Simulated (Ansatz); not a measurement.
Species: C3H10GeN, charge 0, multiplicity 2. It need not be the lowest isomer of its formula. SMILES: [GeH3][N]([CH]C)C
Coordinates optimised at B3LYP-D3(BJ)/def2-TZVP (Ansatz, a program for electronic structure):
```xyz
15

C     -2.3186    -0.2983    -0.5873
C     -1.3384     0.7974    -0.8106
N     -0.1310     0.8209    -0.1282
C      0.7163     1.9751    -0.3923
Ge     0.7007    -0.7495     0.4360
H     -2.6813    -0.3485     0.4518
H     -3.1875    -0.1551    -1.2297
H     -1.9066    -1.2871    -0.8210
H     -1.6943     1.7652    -1.1439
H      0.1441     2.8939    -0.2349
H      1.5650     1.9876     0.2909
H      1.0977     1.9882    -1.4214
H      1.9307    -0.2831     1.2280
H     -0.2666    -1.5406     1.3256
H      1.1390    -1.6282    -0.7596
```
Charge 0, spin multiplicity 2.

Property: atomisation energy (electronic, to ground-state atoms), in eV. Correlated levels leave the core frozen unless marked. UHF or UKS for open shells. No spin-orbit coupling. The frozen core is the preceding noble-gas configuration, with the filled d and f shells of earlier blocks. No relativistic terms. The coupled-cluster limit lacks core correlation, which all-electron functionals hold. CBS(X,Y): correlation extrapolated as X^-3; Hartree-Fock from the larger set.

```json
[
 {"level": "HF/STO-3G", "program": "Ansatz", "atomisation energy (eV)": "51.44"},
 {"level": "revPBE/def2-TZVPD", "program": "Ansatz", "atomisation energy (eV)": "52.99"},
 {"level": "B2GP-PLYP-D4/def2-TZVPD", "program": "Ansatz + dftd4", "atomisation energy (eV)": "53.44"},
 {"level": "RPA@PBE/cc-pVTZ", "program": "Ansatz", "atomisation energy (eV)": "50.80"}
]
```

Predict the CCSD(T)/CBS(cc-pVTZ,cc-pVQZ) result (Ansatz).

54.10 eV, so RPA@PBE/cc-pVTZ differs from it by -3.30 eV.
